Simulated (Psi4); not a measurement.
hexafluorodisiloxane (F$_{6}$OSi$_{2}$), singlet, at a GFN2-xTB geometry; B3LYP/pcseg-2 in Psi4.

Here is a job for Psi4.
```
memory 2 GB

molecule mol {
0 1
F     2.218853    0.193344   -1.147683
Si    1.492425    0.321862    0.239644
F     2.338345   -0.414561    1.337487
F     1.398426    1.848744    0.600708
O     0.057398   -0.361763    0.188583
Si   -1.482674   -0.383318   -0.207607
F    -1.719863    0.177182   -1.656798
F    -2.326405    0.484527    0.794317
F    -1.975544   -1.872070   -0.145495
}

set {
  basis pcseg-2
  reference rks
}

energy('b3lyp')
print_variables()
```

What the program printed (banner, timings and long lists left out):

```
   => Loading Basis Set <=

    Name: PCSEG-2
    Role: ORBITAL
    Keyword: BASIS

         ---------------------------------------------------------
                                   SCF
               by Justin Turney, Rob Parrish, Andy Simmonett
                          and Daniel G. A. Smith
                              RKS Reference
         ---------------------------------------------------------

  ==> Geometry <==

    Molecular point group: c1
    Full point group: C1

    Geometry (in Angstrom), charge = 0, multiplicity = 1:

       Center              X                  Y                   Z               Mass
    ------------   -----------------  -----------------  -----------------  -----------------
         F            2.219211112724     0.191086436295    -1.146506255225    18.998403162730
         SI           1.492783112724     0.319604436295     0.240820744775    27.976926534650
         F            2.338703112724    -0.416818563705     1.338663744775    18.998403162730
         F            1.398784112724     1.846486436295     0.601884744775    18.998403162730
         O            0.057756112724    -0.364020563705     0.189759744775    15.994914619570
         SI          -1.482315887276    -0.385575563705    -0.206430255225    27.976926534650
         F           -1.719504887276     0.174924436295    -1.655621255225    18.998403162730
         F           -2.326046887276     0.482269436295     0.795493744775    18.998403162730
         F           -1.975185887276    -1.874327563705    -0.144318255225    18.998403162730

  Running in c1 symmetry.

  Rotational constants: A =      0.06835  B =      0.02243  C =      0.02242 [cm^-1]
  Rotational constants: A =   2049.20163  B =    672.39090  C =    672.19073 [MHz]
  Nuclear repulsion =  738.499053696561532

  Charge       = 0
  Multiplicity = 1
  Electrons    = 90
  Nalpha       = 45
  Nbeta        = 45

  ==> Algorithm <==

  SCF Algorithm Type is DF.
  DIIS enabled.
  MOM disabled.
  Fractional occupation disabled.
  Guess Type is SAD.
  Energy threshold   = 1.00e-06
  Density threshold  = 1.00e-06
  Integral threshold = 1.00e-12

  ==> Primary Basis <==

  Basis Set: PCSEG-2
    Blend: PCSEG-2
    Number of shells: 94
    Number of basis functions: 278
    Number of Cartesian functions: 323
    Spherical Harmonics?: true
    Max angular momentum: 3

  ==> DFT Potential <==

   => LibXC <=

    Version 7.1.2
    S. Lehtola, C. Steigemann, M. J. T. Oliveira, and M. A. L. Marques,  SoftwareX 7, 1–5 (2018) (10.1016/j.softx.2017.11.002)

   => Composite Functional: B3LYP <=

    B3LYP Hyb-GGA Exchange-Correlation Functional

    P. J. Stephens, F. J. Devlin, C. F. Chabalowski, and M. J. Frisch,  J. Phys. Chem. 98, 11623 (1994) (10.1021/j100096a001)

    Deriv               =              1
    GGA                 =           TRUE
    Meta                =          FALSE

    Exchange Hybrid     =           TRUE
    MP2 Hybrid          =          FALSE

   => Exchange Functionals <=

    0.0800   Slater exchange
    0.7200         Becke 88

   => Exact (HF) Exchange <=

    0.2000               HF

   => Correlation Functionals <=

    0.1900   Vosko, Wilk & Nusair (VWN5_RPA)
    0.8100   Lee, Yang & Parr

   => LibXC Density Thresholds  <==

    XC_HYB_GGA_XC_B3LYP:  1.00E-15

   => Molecular Quadrature <=

    Radial Scheme          =       TREUTLER
    Pruning Scheme         =           NONE
    Nuclear Scheme         =       TREUTLER

    Blocking Scheme        =         OCTREE
    BS radius alpha        =              1
    Pruning alpha          =              1
    Radial Points          =             75
    Spherical Points       =            302
    Total Points           =         194068
    Total Blocks           =           1507
    Max Points             =            256
    Max Functions          =            237
    Weights Tolerance      =       1.00E-15

   => Loading Basis Set <=

    Name: (PCSEG-2 AUX)
    Role: JKFIT
    Keyword: DF_BASIS_SCF

  ==> Integral Setup <==

  SCF_SUBTYPE=INCORE selected. In-core MEM_DF algorithm will be used.
  Using in-core AOs.

  ==> MemDFJK: Density-Fitted J/K Matrices <==

    J tasked:                   Yes
    K tasked:                   Yes
    wK tasked:                   No
    Algorithm:                 Core
    Schwarz Cutoff:           1E-12
    Mask sparsity (%):      16.0551
    Fitting Condition:        1E-10

   => Auxiliary Basis Set <=

  Basis Set: (PCSEG-2 AUX)
    Blend: DEF2-UNIVERSAL-JKFIT
    Number of shells: 251
    Number of basis functions: 795
    Number of Cartesian functions: 961
    Spherical Harmonics?: true
    Max angular momentum: 4

  Minimum eigenvalue in the overlap matrix is 2.9121211122E-03.
  Reciprocal condition number of the overlap matrix is 5.1224424326E-04.
    Using symmetric orthogonalization.

  ==> Pre-Iterations <==

  SCF Guess: Superposition of Atomic Densities via on-the-fly atomic UHF (no occupation information).

   -------------------------
    Irrep   Nso     Nmo
   -------------------------
     A        278     278
   -------------------------
    Total     278     278
   -------------------------

  ==> Iterations <==

                           Total Energy        Delta E     RMS |[F,P]|

   @DF-RKS iter SAD: -1253.37087480632317   -1.25337e+03   0.00000e+00
   @DF-RKS iter   1: -1253.78910734878355   -4.18233e-01   4.16913e-03 ADIIS/DIIS
   @DF-RKS iter   2: -1253.33222831798321    4.56879e-01   5.97990e-03 ADIIS/DIIS
   @DF-RKS iter   3: -1254.17817833269510   -8.45950e-01   3.00545e-04 ADIIS/DIIS
   @DF-RKS iter   4: -1254.17964826338925   -1.46993e-03   1.83184e-04 ADIIS/DIIS
   @DF-RKS iter   5: -1254.18036615096003   -7.17888e-04   4.87662e-05 DIIS
   @DF-RKS iter   6: -1254.18042675986248   -6.06089e-05   3.97348e-06 DIIS
   @DF-RKS iter   7: -1254.18042719426944   -4.34407e-07   5.92932e-07 DIIS
  Energy and wave function converged.

  ==> Post-Iterations <==

   Electrons on quadrature grid:
      Ntotal   =   90.0000196393 ; deviation = 1.964e-05

    Orbital Energies [Eh]
    ---------------------

    Doubly Occupied:

[...]
    Virtual:

[...]
    Final Occupation by Irrep:
              A
    DOCC [    45 ]
    NA   [    45 ]
    NB   [    45 ]

  @DF-RKS Final Energy: -1254.18042719426944

   => Energetics <=

    Nuclear Repulsion Energy =            738.4990536965615320
    One-Electron Energy =               -3214.3119508164841136
    Two-Electron Energy =                1313.5246664874835005
    DFT Exchange-Correlation Energy =     -91.8921965618304455
    Empirical Dispersion Energy =           0.0000000000000000
    VV10 Nonlocal Energy =                  0.0000000000000000
    Total Energy =                      -1254.1804271942694413

Computation Completed

Properties will be evaluated at   0.000000,   0.000000,   0.000000 [a0]

Properties computed using the SCF density matrix

 Multipole Moments:

 ------------------------------------------------------------------------------------
     Multipole            Electronic (a.u.)      Nuclear  (a.u.)        Total (a.u.)
 ------------------------------------------------------------------------------------

 L = 1.  Multiply by 2.5417464519 to convert [e a0] to [Debye]
 Dipole X            :         -0.0558351            0.0609175            0.0050824
 Dipole Y            :          0.3519177           -0.3839446           -0.0320269
 Dipole Z            :         -0.1834479            0.2001466            0.0166988
 Magnitude           :                                                    0.0364747

 ------------------------------------------------------------------------------------

  Variable Map:
  ----------------------------------------------------------------------------
[...]
  Array Variable Map:
  ----------------------------------------------------------------------------
[...]
[...]
```
